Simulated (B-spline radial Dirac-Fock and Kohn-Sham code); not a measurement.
Satellites and hypersatellites of the K lines of Ga⁴⁺

System: Ga⁴⁺ in the configuration [Ar] 3d9.

Input file task.json (cfg lists n, l and occupation; rrms is the nuclear radius in fm):

```json
{"items": [{
  "Z": 31,
  "q": 4,
  "cfg": [[1, 0, 2], [2, 0, 2], [2, 1, 6], [3, 0, 2], [3, 1, 6], [3, 2, 9]],
  "A": 69,
  "rrms": 3.9973,
  "do": ["binding", "quiet", "double"]
}]}
```

Run with: `python xray_run.py task.json out`

Calculated with a radial finite-basis atomic code, using Dirac-Fock (average of configuration) total-energy differences with a finite nucleus, the Breit interaction including its frequency dependence, and self-energy and vacuum-polarisation corrections. Each two-hole energy is an average over J within one jj subconfiguration, not an observable level; in light atoms, where LS coupling holds, the j-resolved values are not observed lines, and for a K spectator the Kα1 hypersatellite is nearly forbidden. Correlation and solid-state effects are left out.

Lines without a spectator: Kα2 (K-L2) 9223.8 eV, Kα1 (K-L3) 9250.9 eV, Kβ3 (K-M2) 10262.2 eV, Kβ1 (K-M3) 10265.9 eV. Shifts in eV with one spectator hole (a dash: not computed, or left out as unreliable):

| spectator hole | Kα2 | Kα1 | Kβ3 | Kβ1 |
| --- | --- | --- | --- | --- |
| K (1s) | +330.8 | +334.5 | +414.3 | +415.0 |
| L2 (2p1/2) | +32.2 | +39.4 | – | +87.1 |
| L3 (2p3/2) | +35.7 | +34.5 | +83.1 | – |
| M2 (3p1/2) | – | +3.24 | +7.18 | +9.19 |
| M3 (3p3/2) | +2.87 | – | +8.55 | +8.05 |

With n spectator holes in 2p, averaged over the 2p shell (energies in eV):

```tsv
n	KαLⁿ	step	hypersatellite KαʰLⁿ
0	9241.8	–	9575.0
1	9277.8	+36.0	9612.2
2	9314.9	+37.1	9650.5
3	9353.0	+38.2	9689.9
4	9392.3	+39.3	9730.4
5	9432.7	+40.4	9772.1
```

Run: 26 s of CPU time on 1 thread of Intel(R) Xeon(R) Platinum 8488C (shared host), peak memory 0.38 GiB.
